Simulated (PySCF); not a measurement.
**Frontier orbitals and the lowest excitations**

Species: C₃H₈ClPSi.
Geometry (GFN2-xTB, Å), atoms numbered from 1 in this order:
```
atom  x, y, z in Å
P1     1.5921   -1.2047   -0.7015
Si2    1.2058    0.5892    0.5758
C3    -0.6365    1.0857    0.3547
C4    -1.5150   -0.0981    0.5179
C5    -1.7916   -0.9676   -0.4422
Cl6   -1.1458   -0.8051   -2.0318
H7     2.9224   -1.2966   -0.3169
H8     1.9200   -0.5041   -1.8482
H9     2.0338    1.7658    0.2768
H10    1.4293    0.1830    1.9684
H11   -0.8924    1.8500    1.0848
H12   -0.7706    1.5107   -0.6403
H13   -1.9301   -0.2767    1.4992
H14   -2.4222   -1.8320   -0.3189
```

Computed with PySCF 2.14.0, density-fitted response routines, TDDFT PBE0/def2-SVPD, vertical, gas phase, core orbitals frozen in the response.

Frontier orbitals with the atoms that hold most of them (Löwdin shares over 4%, at most four atoms; ? is withheld):

```csv
orbital,ε (eV),atoms
LUMO+2,0.50,"P1 24%, Cl6 24%, Si2 14%, H8 12%"
LUMO+1,0.32,"Si2 29%, P1 14%, H9 9%, H10 8%"
LUMO,?,?
HOMO,-7.01,"Cl6 24%, C5 18%, C4 18%, P1 14%"
HOMO-1,-7.29,?
HOMO-2,-8.91,"Cl6 55%, P1 14%, C5 8%, Si2 7%"
HOMO-3,-9.05,"P1 22%, Si2 18%, Cl6 16%, H10 10%"
```

Problem. Which atoms hold the LUMO, and with what shares?

Solution. C5 (bonded to C, Cl and H) 28%; C4 (bonded to 2 C and H) 26%; Si2 (bonded to C, P and 2 H) 10%; Cl6 (bonded to C) 9%. By element: carbon 54% or more, silicon 10%, chlorine 9%.

Problem. Give the leading atoms of the HOMO-1.

Solution. P1 (bonded to Si and 2 H) 50%; Si2 (bonded to C, P and 2 H) 11%; C5 (bonded to C, Cl and H) 10%; C4 (bonded to 2 C and H) 7%. By element: phosphorus 50%, carbon 16% or more, silicon 11%.

Problem. What is the LUMO energy, and the HOMO–LUMO gap?

Solution. ε(LUMO) = -0.25 eV; the gap is 6.76 eV (0.2484 hartree).

Problem. How does S1 compare with the orbital gap of 6.76 eV?

Solution. S1 is at 5.83 eV (f = 0.026), 0.93 eV below the gap, made of HOMO→LUMO (61%), HOMO-1→LUMO (36%). Without the coupling terms of the response equations the lowest excitation would equal the gap.

Next come S2 at 6.18 eV (f 0.083), HOMO-1→LUMO (49%), HOMO→LUMO (27%), HOMO→LUMO+1 (8%); S3 at 6.25 eV (f 0.022), HOMO→LUMO+1 (61%), HOMO→LUMO+2 (17%); S4 at 6.36 eV (f 0.033), HOMO→LUMO+2 (63%), HOMO→LUMO+1 (24%); S5 at 6.57 eV (f 0.025), HOMO-1→LUMO+2 (77%), HOMO→LUMO+4 (9%).

Time: 67 s wall (with the writing of density and orbital grids); peak memory 0.76 GiB. Hardware: one thread, Intel Xeon at 2.70 GHz (x86_64) (shared host).

One conformer stands for the species.
